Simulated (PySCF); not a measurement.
# Electron correlation in O⁺ (oxygen, charge +1)

[He] 2s1 2p3 3s1, high-spin 6S determinant (an excited configuration). Calculation: PySCF 2.14, in aug-cc-pCVTZ-DK with one added diffuse shell each of s, p, d, f type (8s7p5d3f, 75 functions); the spin-free X2C one-electron Hamiltonian (Gaussian nucleus). Frozen: nothing; 7 electrons correlated.

```csv
level,correlation energy (mhartree)
CCSD,-92.94
(T),-0.32
CCSD(T),-93.26
```

Diagnostics: T1 = 0.0039, D1 = 0.0139, largest double amplitude 0.014.

Question: Is a single reference adequate?

Answer: Yes: T1 lies below 0.03 and no double amplitude reaches 0.07.
